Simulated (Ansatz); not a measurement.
Frontier orbitals of C3ClN3Si (`N#C[Si](Cl)(C#N)C#N`).

Cartesian coordinates in Å:
```
N 1.661 1.663 -1.640
C 1.105 0.919 -0.961
Si 0.238 -0.271 0.118
Cl 1.494 -1.702 0.743
C -1.146 -0.997 -0.825
N -2.014 -1.466 -1.418
C -0.454 0.642 1.540
N -0.884 1.212 2.443
```

The species carries charge 0 and has multiplicity 1. Geometry: relaxed with PBE0-D4/def2-TZVP. Basis def2-TZVPP, the Gaussian-basis code of Ansatz.

```
functional  HOMO (eV)  LUMO (eV)
       PBE      -9.41      -3.92
```

**Question.** Give HOMO and LUMO (eV) with LDA (SPW92), revPBE, BLYP, r2SCAN, B97M-V, PBE0, B3LYP, r2SCANh, r2SCAN0, HSE06 (plane-wave form), BHLYP, CAM-B3LYP, LC-ωPBE, ωB97X-V, ωB97M-V, HF. (Estimate.)

**Answer.** The calculation gave: 
```tsv
functional	HOMO	LUMO
LDA (SPW92)	-9.58	-4.23
revPBE	-9.35	-3.81
BLYP	-9.27	-3.75
r2SCAN	-9.82	-3.79
B97M-V	-9.82	-3.65
PBE0	-10.90	-3.05
B3LYP	-10.61	-3.22
r2SCANh	-10.35	-3.46
r2SCAN0	-11.14	-2.97
HSE06 (plane-wave form)	-10.49	-3.42
BHLYP	-12.14	-2.00
CAM-B3LYP	-12.31	-1.91
LC-ωPBE	-13.80	-0.79
ωB97X-V	-13.35	-0.84
ωB97M-V	-13.19	-0.94
HF	-14.07	0.62
```

B3LYP here is the variant with VWN-RPA as its local correlation; programs differ in this. LC-ωPBE has ω = 0.4 bohr⁻¹.
